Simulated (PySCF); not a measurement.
The complex [VI3]- (charge -1) contains V(II), shell d3. The structure is a model geometry with rigid ligands and bond lengths from ionic radii and pyramidal angle changed to 105.00°, not a minimum; coordination distorted trigonal planar, point group C3v, metal–donor distances 2.67 Å.

```
4

V     0.0000    0.0000    0.0000
I     2.5790    0.0000   -0.6910
I    -1.2895    2.2335   -0.6910
I    -1.2895   -2.2335   -0.6910
```

Method (PySCF 2.14, density fitting): CASSCF(3,5) with orbitals averaged over all microstates of the shell, strongly contracted NEVPT2 on the averaged canonical orbitals; basis x2c-TZVPall on the metal, x2c-SVPall elsewhere; spin-free X2C; IEF-PCM water; spin-orbit coupling by state interaction with the mean-field operator over all roots.

(1) Which term lies lowest, and with what spin?

(2) Where do the spin-allowed transitions within the shell lie?

(3) Which is the lowest state of another spin?

(4) What ligand-field parameters describe the result?

(5) What magnetic behaviour follows?

The geometry is a model, and the complex may not exist in this form. NEVPT2 lifts 4E from 2048 to 2585 cm⁻¹; on the d shell alone such lifts tend to overshoot.

The job took 20 s on one thread of Intel Xeon 6975P-C (shared host), with 156 basis functions, launched as `OMP_NUM_THREADS=1 python lf_run.py task.json out`.

## Answers

(1) 4A2 (S = 3/2, orbital degeneracy 1), orbital occupations from the lowest 1.0 0.8 0.8 0.2 0.2, by NEVPT2.

(2) By NEVPT2: 4A1 at 1737 cm⁻¹; 4E at 2585 cm⁻¹; 4E at 3620 cm⁻¹; 4A2 at 4490 cm⁻¹; 4A2 at 10827 cm⁻¹ (924 nm); 4E at 15496 cm⁻¹ (645 nm). The strongest, at 15496 cm⁻¹, has f = 4.9e-04.

(3) 2E at 12985 cm⁻¹ by NEVPT2; CASSCF alone puts it at 14527 cm⁻¹ above the same ground state.

(4) At CASSCF level (the NEVPT2 levels don't fit a ligand-field model well): orbital energies 0, 837, 838, 4378, 4379 cm⁻¹; B = 867 cm⁻¹; C = 3262 cm⁻¹; B over its free-ion value at the same level 0.898; rms of the fit 112 cm⁻¹; ζ = 128 cm⁻¹ (free ion 174).

(5) The ground multiplet follows a spin Hamiltonian with S = 3/2, g = 1.807, 1.911, 1.911, D = -2.65 cm⁻¹, E/|D| = 0.00 (spin-orbit part alone); the lowest levels hold 100 % of the spin-free ground state. μeff is 3.89 μB at 300 K and 3.59 μB at 10 K; the spin-only value is 3.88 μB.
